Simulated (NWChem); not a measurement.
fluoroethane (C$_{2}$H$_{5}$F); SMILES CCF

All runs: NWChem. Pople sets run with spherical d functions. Medium grid unless said otherwise, to which SCAN and Minnesota functionals are sensitive. Geometry: optimised at B3LYP/6-31G* (spherical d). B3LYP is NWChem's, with the RPA form of VWN correlation.

### Question
Order these by “dipole (D)”, lowest first: PBE/6-31G*; BHandHLYP/6-31G*; CAM-B3LYP/6-31G*; B97-D/6-31G*; Hartree-Fock/6-31G*.

### Answer
PBE/6-31G* (1.59), B97-D/6-31G* (1.64), CAM-B3LYP/6-31G* (1.76), BHandHLYP/6-31G* (1.88), Hartree-Fock/6-31G* (2.06)
